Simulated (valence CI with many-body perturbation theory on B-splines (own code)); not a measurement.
**Energy levels of Bi12+**

Calculated by valence CI with perturbative core correlation (CI+MBPT): three valence electrons over a frozen Dirac-Fock core [Xe] 4f14, a basis of 9 s, 9 p, 10 d, 8 f, 5 g, 3 h, 1 i functions for each j, with the one-electron correlation potential Σ1, the two-electron term Σ2, the three-electron term Σ3, Breit, model QED; selected CI, second order for the rest, scaled by the run's own slope (own B-spline code, finite nucleus).

No measured spectrum was set against this ion. As an estimate, terms of the open shell hold to 2 to 4 % of their energy, and close levels can change places. The list stops below the first excitations out of the core. Only levels of the ground parity were solved; by the run's estimate the other parity begins above the list, which can be wrong where configurations are misplaced.

Levels 1 to 21 of 21, with energies above the lowest level, (5d3/2^3) J=3/2. "Leading %" is the weight of the configuration and term that name the level; weights of strongly mixed levels are sums over their largest components and can fall short. In the jj column 3d3/2^4 stands for four electrons in 3d with j = 3/2. Lifetimes count E1, E2, E3, M1 and M2 decay at the calculated energies, and are blank where another channel may lead or the interval is too uncertain; long ones can be off by a factor of two.

| No. | Configuration | Term | J | E (cm⁻¹) | Leading % | Lifetime | g | Leading jj |
| --- | --- | --- | --- | --- | --- | --- | --- | --- |
| 1 | 5d³ | ⁴F | 3/2 | 0 | 64 |  | 0.601 | 5d3/2^3 (90 %) |
| 2 | 5d³ | ⁴F | 5/2 | 24082 | 89 | 2.34 ms | 1.046 | 5d3/2^2 5d5/2 (96 %) |
| 3 | 5d³ | ⁴P | 3/2 | 33845 | 43 | 2.45 ms | 1.283 | 5d3/2^2 5d5/2 (92 %) |
| 4 | 5d³ | ⁴F | 7/2 | 35261 | 57 | 31.2 ms | 1.107 | 5d3/2^2 5d5/2 (83 %) |
| 5 | 5d³ | ²G | 9/2 | 38272 | 43 | 3.51 s | 1.093 | 5d3/2^2 5d5/2 (94 %) |
| 6 | 5d³ | ⁴P | 1/2 | 39390 | 64 | 6.89 ms | 1.956 | 5d3/2^2 5d5/2 (98 %) |
| 7 | 5d³ | ⁴P | 5/2 | 60250 | 72 | 4.51 ms | 1.458 | 5d3/2^2 5d5/2 (63 %) |
| 8 | 5d³ | ²G | 7/2 | 61798 | 54 | 946 μs | 1.045 | 5d3/2 5d5/2^2 (89 %) |
| 9 | 5d³ | ⁴F | 9/2 | 65583 | 53 | 1.68 ms | 1.135 | 5d3/2 5d5/2^2 (87 %) |
| 10 | 5d³ | ²D | 3/2 | 72163 | 42 | 626 μs | 1.160 | 5d3/2 5d5/2^2 (98 %) |
| 11 | 5d³ | ²P | 1/2 | 75196 | 64 | 1.10 ms | 1.378 | 5d3/2 5d5/2^2 (98 %) |
| 12 | 5d³ | ²H | 11/2 | 78491 | 100 | 3.50 ms | 1.090 | 5d3/2 5d5/2^2 (100 %) |
| 13 | 5d³ | ²D | 5/2 | 82369 | 71 | 1.57 ms | 1.146 | 5d3/2 5d5/2^2 (64 %) |
| 14 | 5d³ | ²F | 5/2 | 86553 | 54 | 1.87 ms | 1.074 | 5d3/2 5d5/2^2 (91 %) |
| 15 | 5d³ | ²F | 7/2 | 90404 | 88 | 2.32 ms | 1.115 | 5d3/2 5d5/2^2 (94 %) |
| 16 | 5d³ | ²G | 9/2 | 101470 | 57 | 679 μs | 1.124 | 5d5/2^3 (93 %) |
| 17 | 5d³ | ²P | 3/2 | 104900 | 49 | 701 μs | 1.137 | 5d5/2^3 (55 %) |
| 18 | 5d³ | ²D | 3/2 | 125840 | 87 | 637 μs | 0.881 | 5d3/2 5d5/2^2 (54 %) |
| 19 | 5d³ | ²D | 5/2 | 134840 | 70 | 373 μs | 1.159 | 5d5/2^3 (85 %) |
| 20 | 5d²6s | ⁴F | 3/2 | 419190 | 84 | 1.02 μs | 0.469 | 5d3/2^2 6s (96 %) |
| 21 | 5d²6s | ⁴F | 5/2 | 423860 | 52 | 793 ns | 1.023 | 5d3/2^2 6s (94 %) |

The ionisation energy to 5d² ³F2 of the next ion comes out as 230.48 eV (NIST: 229 ± 3 eV (theoretical)). All 21 levels together are meant to be complete up to 431880 cm⁻¹.
